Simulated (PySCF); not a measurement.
Start geometry of trans-Ti(PH3)2Cl4 (`[PH3]->[Ti](<-[PH3])([Cl])([Cl])([Cl])[Cl]`) from GFN2-xTB (Å):
```
atom  x, y, z in Å
Ti1    0.0578   -0.1405    0.0120
P2    -0.0678   -0.0236    2.5364
H3     0.5910    0.9731    3.1834
H4     0.7280   -1.0606    3.1147
H5    -1.1386   -0.0564    3.4027
P6    -0.0127   -0.0081   -2.5577
H7     0.9845    0.6845   -3.2535
H8    -1.0326    0.7163   -3.0494
H9    -0.1158   -1.0466   -3.4225
Cl10   2.1115    0.0003    0.7868
Cl11  -2.2261    0.0500    0.1949
Cl12   0.1824    2.0811   -0.6620
Cl13  -0.0311   -2.2216   -0.2636
```

**Question.** What comes out of this run: PySCF 2.14.0, PBE0-D3(BJ)/def2-SVP geometry optimisation, gas phase?

**Answer.** 
```
atom  x, y, z in Å
Ti1    0.031   -0.087    0.003
P2    -0.064   -0.028    2.586
H3     0.576    1.091    3.170
H4     0.610   -1.074    3.262
H5    -1.293   -0.013    3.293
P6     0.008    0.022   -2.594
H7     1.111    0.657   -3.217
H8    -1.045    0.799   -3.131
H9    -0.096   -1.139   -3.400
Cl10   2.234   -0.139    0.554
Cl11  -2.215    0.019    0.141
Cl12   0.170    2.152   -0.355
Cl13   0.003   -2.312   -0.290
```

The energy falls by 14.0 kcal/mol over 11 energy and gradient evaluations, the largest force component goes from 0.0470 to 3.3e-04 Eh/bohr, and the atoms move by 0.156 Å rms after alignment. The bond that changes most is Ti1–Cl13 (ends: titanium bonded to 4 Cl and 2 P; chlorine bonded to Ti), which lengthens by 0.143 Å. Bonds longer at the end by more than 0.005 Å: 9 of 12; shorter: 3. Among the angles that change most is Ti1–P2–H5, from 131.7° to 122.0°. Rotational constants go from 774.1, 611.4, 587.4 to 720.9, 594.7, 590.0 MHz. The orientation of the end geometry is arbitrary; only internal coordinates are fixed.

The run used 169 basis functions and 89 SCF cycles in all. On one thread of an Arm Neoverse V2, shared host, this took 4.2 min wall and 0.84 GiB of memory at its peak.

No frequency check.
